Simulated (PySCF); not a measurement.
B₂Cl₃GeH₃.
Numbering: `[BH2:1][Ge@H:2]([Cl:3])[B:4]([Cl:5])[Cl:6]` (hydrogens: H7, H8 on B1; H9 on Ge2)

The calculation used PySCF, PBE0-D3(BJ)/def2-SVP geometry optimisation, gas phase.

(1) Give the optimised bond lengths and angles.

## Answers

(1) 
```json
{"bond": "B1–Ge2", "length (Å)": "2.051"}
{"bond": "Ge2–Cl3", "length (Å)": "2.181"}
{"bond": "Ge2–B4", "length (Å)": "2.072"}
{"bond": "B4–Cl5", "length (Å)": "1.748"}
{"bond": "B4–Cl6", "length (Å)": "1.737"}
{"bond": "B1–H7, B1–H8", "length (Å)": "1.206"}
{"bond": "Ge2–H9", "length (Å)": "1.545"}
```

Bonds in one row agree within 0.01 Å and their mean is given. A selection of angles:
```json
{"angle": "Ge2–B1–H7", "degrees": "121.5"}
{"angle": "Ge2–B1–H8", "degrees": "118.5"}
{"angle": "H7–B1–H8", "degrees": "120.0"}
{"angle": "B1–Ge2–Cl3", "degrees": "111.2"}
{"angle": "B1–Ge2–B4", "degrees": "112.8"}
{"angle": "B1–Ge2–H9", "degrees": "110.5"}
{"angle": "Cl3–Ge2–B4", "degrees": "107.5"}
{"angle": "Cl3–Ge2–H9", "degrees": "106.1"}
{"angle": "B4–Ge2–H9", "degrees": "108.4"}
{"angle": "Ge2–B4–Cl5", "degrees": "117.8"}
{"angle": "Ge2–B4–Cl6", "degrees": "122.5"}
{"angle": "Cl5–B4–Cl6", "degrees": "119.7"}
```

Torsions: B1–Ge2–B4–Cl5 -61° (synclinal).

The B–Ge distances run from 2.051 Å (B1–Ge2, drawn single) to 2.072 Å (Ge2–B4, drawn single), a spread of 0.021 Å. Ge2 (germanium bonded to 2 B, Cl and H) is tetrahedral (angles from 106.1° to 112.8°). B1 (three-coordinate boron) is planar (angles 121.5°, 120.0° and 118.5°, sum 360.0°, 0.01 Å off the plane of its three neighbours). B4 (three-coordinate boron) is planar (angles 122.5°, 119.7° and 117.8°, sum 360.0°, 0.01 Å off the plane of its three neighbours).

Point group: C1 (no symmetry element, even within 0.4 Å). No PBE0-D3(BJ)/def2-SVP frequencies stand behind this structure, so it isn't proved a minimum. One conformer, not necessarily the lowest (H–B1–Ge2–Cl3 0° and 179°, B1–Ge2–B4–Cl5 -61°).
